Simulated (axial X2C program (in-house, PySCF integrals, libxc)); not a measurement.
**Bond lengths and stretching modes, held linear, of FMoF**

Calculated with an in-house all-electron X2C program for linear molecules (integrals from PySCF): two-component X2C with atomic mean-field Coulomb and Gaunt terms, Gaussian nuclei, basis F dyall-av3z, Mo dyall-v3z with contracted cores. Spin-free rows use the one-electron spin-free X2C Hamiltonian.

Masses F 18.998, Mo 97.905, F 18.998 u. States: 2c Ω = 1 (beyond evenly filled blocks: ω = -3/2, ω = 5/2); spin-free M_S = 2, Λ = 1 (beyond evenly filled blocks: σα, π+α, δ+α, δ-α).

MP2, spin-free: energies above the lowest point

```
r(F–Mo) (Å)  r(Mo–F) (Å)  E (meV)
     1.8379       1.8379    86.15
     1.8379       1.8850    39.64
     1.8379       1.9321    51.14
     1.8850       1.8379    39.64
     1.8850       1.8850     0.00
     1.8850       1.9321    17.52
     1.8850       1.9793    79.90
     1.9321       1.8379    51.14
     1.9321       1.8850    17.52
     1.9321       1.9321    40.25
     1.9793       1.8850    79.90
     1.9793       1.9793   178.10
```

Problem. Fit a quadratic surface with cubic terms in each bond: where is the minimum, and what are the two stretching wavenumbers?

Solution. At MP2, spin-free: bonds 1.892 and 1.892 Å; harmonic stretches 622.5 and 666.2 cm⁻¹; force constants 3.96, 3.96 and coupling 0.38 mdyn/Å.

The other levels and Hamiltonians give:

| Hamiltonian | level | r(F–Mo) (Å) | r(Mo–F) (Å) | lower stretch (cm⁻¹) | upper stretch (cm⁻¹) |
| --- | --- | --- | --- | --- | --- |
| 2c | PBE0 | 1.890 | 1.890 | 619.2 | 668.5 |
| 2c | HF | 1.915 | 1.915 | 602.3 | 658.0 |
| 2c | B3LYP | 1.903 | 1.903 | 611.5 | 657.6 |
| 2c | MP2 | 1.892 | 1.892 | 622.2 | 666.0 |
| spin-free | PBE0 | 1.890 | 1.890 | 619.4 | 668.6 |
| spin-free | HF | 1.915 | 1.915 | 602.6 | 658.2 |
| spin-free | B3LYP | 1.903 | 1.903 | 611.9 | 657.6 |

Each state is one determinant, the lowest of a limited PBE0 search; the stretches come from a fit to these few points and carry an uncertainty of a few per cent. Other orders of the atoms were not compared. MP2 freezes inner shells (threshold -2 hartree). The molecule was held linear; bending was not examined, so a bent shape may lie lower. Open-shell Ω = 0 determinants with evenly filled partner blocks cannot be reached by this program, so the Ω shown need not be the lowest component. Note: functional without a current term on a determinant with orbital currents, of the molecule or an atom. Note: several unpaired electrons, one determinant need not be a pure state.
